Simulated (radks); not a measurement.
Question: These are the eigenvalues of the occupied orbitals of an atom or ion with whole-number occupations (eV). Method: Dirac Kohn-Sham, PBE, spin-unpolarised, spherical densities, finite nucleus; Fermi nuclear charge, rms radius of each element as measured or else 0.836 A^(1/3) + 0.57 fm; computed with a radial shooting solver on a logarithmic mesh with Libxc functionals.

| orbital | eigenvalue |
|---|---|
| 1s1/2 | -86120.37 |
| 2s1/2 | -15879.41 |
| 2p1/2 | -15276.86 |
| 2p3/2 | -13210.36 |
| 3s1/2 | -4297.417 |
| 3p1/2 | -4024.690 |
| 3p3/2 | -3563.944 |
| 3d3/2 | -3112.555 |
| 3d5/2 | -3014.021 |
| 4s1/2 | -1451.587 |
| 4p1/2 | -1333.124 |
| 4p3/2 | -1215.878 |
| 4d3/2 | -1021.625 |
| 4d5/2 | -998.9555 |
| 4f5/2 | -748.1490 |
| 4f7/2 | -742.6074 |

Which element is it, and in what charge state? The configuration may be excited. Open shells, if any, are shared by 2j + 1.

Answer: Z = 81, thallium, charge +24: Tl24+ in [Kr] 4d10 4f11. The list shows which subshells hold electrons but not how many an open one holds; the 1s level, -3164.9 hartree, gives Z - s = 79.6 by -(Z - s)^2/2, which with screening and relativity narrows Z to a few neighbours, and the depths of the outer levels then fix element, charge and occupations together.
